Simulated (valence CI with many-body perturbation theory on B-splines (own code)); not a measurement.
## W42+: calculated level list

Method: relativistic CI+MBPT: four valence electrons over a frozen Dirac-Fock core [Ar] 3d10, radial functions for each j: 9 s, 9 p, 8 d, 6 f, 3 g, 1 h, with the one-electron correlation potential Σ1, the two-electron term Σ2, the three-electron term Σ3, Breit, model QED; selected CI, second order for the rest, scaled by the run's own slope (own B-spline code, finite nucleus).

The last digits are not significant, and no measured levels were compared; by estimate large intervals hold to a few tenths of a per cent, small ones and those within an open d or f shell to about a per cent.

Levels 1 to 33 of 33, with energies above the lowest level, (4s^2 4p1/2^2) J=0. "Leading %" is the weight of the configuration and term that name the level; weights of strongly mixed levels are sums over their largest components and can fall short, so below about 35 % the name and the second component can differ from the true leading terms, or belong to a minority configuration. In the jj column 3d3/2^4 stands for four electrons in 3d with j = 3/2. Lifetimes count E1, E2, E3, M1 and M2 decay at the calculated energies, and are blank where another channel may lead or the interval is too uncertain; long ones can be off by a factor of two.

```csv
No.,Configuration,Term,J,E (× 10³ cm⁻¹),Leading %,Lifetime,g,Second component,Leading jj
1,4s2 4p2,3P,0,0.00,70,,,29 % 4s2 4p2 1S,4s^2 4p1/2^2 (99 %)
2,4s2 4p2,3P,1,738.44,99,200 ns,1.497,,4s^2 4p1/2 4p3/2 (99 %)
3,4s2 4p2,1D,2,773.04,63,6.71 μs,1.177,36 % 4s2 4p2 3P,4s^2 4p1/2 4p3/2 (99 %)
4,4s 4p3,3P°,2,1513.5,45,44.8 ps,1.568,32 % 4s 4p3 5S°,4s 4p1/2^2 4p3/2 (96 %)
5,4s2 4p2,3P,2,1537.7,63,114 ns,1.314,36 % 4s2 4p2 1D,4s^2 4p3/2^2 (99 %)
6,4s2 4p2,1S,0,1612.6,69,90.6 ns,,29 % 4s2 4p2 3P,4s^2 4p3/2^2 (98 %)
7,4s 4p3,3D°,1,1631.9,36,2.76 ps,1.060,24 % 4s 4p3 1P°,4s 4p1/2^2 4p3/2 (93 %)
8,4s2 4p 4d,3F°,2,1973.5,73,92.6 ps,0.765,20 % 4s2 4p 4d 1D°,4s^2 4p1/2 4d3/2 (98 %)
9,4s2 4p 4d,3D°,1,2120.0,51,610 fs,0.869,25 % 4s2 4p 4d 1P°,4s^2 4p1/2 4d3/2 (92 %)
10,4s 4p3,5S°,2,2157.6,29,23.6 ps,1.453,20 % 4s2 4p 4d 3P°,4s 4p1/2 4p3/2^2 (50 %)
11,4s2 4p 4d,3F°,3,2192.7,40,11.0 ps,1.175,23 % 4s 4p3 3D°,4s^2 4p1/2 4d5/2 (75 %)
12,4s 4p3,3D°,2,2286.3,33,1.94 ps,1.359,25 % 4s2 4p 4d 3P°,4s 4p1/2 4p3/2^2 (49 %)
13,4s 4p3,3D°,3,2322.8,74,3.51 ps,1.262,19 % 4s2 4p 4d 3F°,4s 4p1/2 4p3/2^2 (74 %)
14,4s 4p3,3P°,0,2348.0,96,3.97 ps,,,4s 4p1/2 4p3/2^2 (96 %)
15,4s 4p3,3P°,1,2403.7,49,2.24 ps,1.277,20 % 4s 4p3 3D°,4s 4p1/2 4p3/2^2 (93 %)
16,4s 4p3,1D°,2,2425.1,68,1.43 ps,1.098,13 % 4s 4p3 3D°,4s 4p1/2 4p3/2^2 (88 %)
17,4s 4p3,3S°,1,2437.3,39,1.08 ps,1.360,23 % 4s 4p3 3D°,4s 4p1/2 4p3/2^2 (95 %)
18,4s 4p2 4d,5F,1,2758.7,44,18.8 ps,0.416,34 % 4s 4p2 4d 3D,4s 4p1/2^2 4d3/2 (97 %)
19,4s 4p2 4d,3D,2,2785.0,28,20.0 ps,1.160,23 % 4s 4p2 4d 5F,4s 4p1/2^2 4d3/2 (92 %)
20,4s2 4p 4d,3D°,2,2841.0,50,688 fs,1.050,24 % 4s2 4p 4d 1D°,4s^2 4p3/2 4d3/2 (90 %)
21,4s2 4p 4d,3P°,1,2851.4,54,803 fs,1.129,34 % 4s2 4p 4d 3D°,4s^2 4p3/2 4d3/2 (92 %)
22,4s2 4p 4d,3P°,0,2857.5,95,842 fs,,,4s^2 4p3/2 4d3/2 (95 %)
23,4s2 4p 4d,3F°,3,2860.2,40,865 fs,1.118,32 % 4s2 4p 4d 1F°,4s^2 4p3/2 4d3/2 (90 %)
24,4s2 4p 4d,3F°,4,2925.2,99,238 ns,1.246,,4s^2 4p3/2 4d5/2 (99 %)
25,4s2 4p 4d,3P°,2,2930.6,36,24.2 ps,1.294,32 % 4s2 4p 4d 1D°,4s^2 4p3/2 4d5/2 (78 %)
26,4s 4p2 4d,3D,3,2972.9,30,4.11 ps,1.361,23 % 4s 4p2 4d 5D,4s 4p1/2^2 4d5/2 (94 %)
27,4s 4p2 4d,3F,2,3022.9,23,4.68 ps,1.074,18 % 4s 4p2 4d 1D,4s 4p1/2^2 4d5/2 (81 %)
28,4s2 4p 4d,3D°,3,3074.5,53,1.26 ps,1.177,45 % 4s2 4p 4d 1F°,4s^2 4p3/2 4d5/2 (92 %)
29,4s2 4p 4d,1P°,1,3086.0,59,2.23 ps,1.119,23 % 4s2 4p 4d 3P°,4s^2 4p3/2 4d5/2 (90 %)
30,4s 4p3,3P°,2,3168.7,40,1.19 ps,1.379,16 % 4s 4p3 1D°,4s 4p3/2^3 (77 %)
31,4p4,3P,2,3215.3,51,1.53 ps,1.232,24 % 4p4 1D,4p1/2^2 4p3/2^2 (74 %)
32,4p4,1S,0,3256.8,54,1.88 ps,,33 % 4p4 3P,4p1/2^2 4p3/2^2 (87 %)
33,4s 4p3,1P°,1,3271.1,39,736 fs,1.157,22 % 4s 4p3 3S°,4s 4p3/2^3 (87 %)
```

The ionisation energy to 4s2 4p 2P°_1/2 of the next ion comes out as 2147 eV (NIST: 2149.1 ± 2.1 eV (semi-empirical)). All 33 levels together are meant to be complete up to 3343.9 × 10³ cm⁻¹.
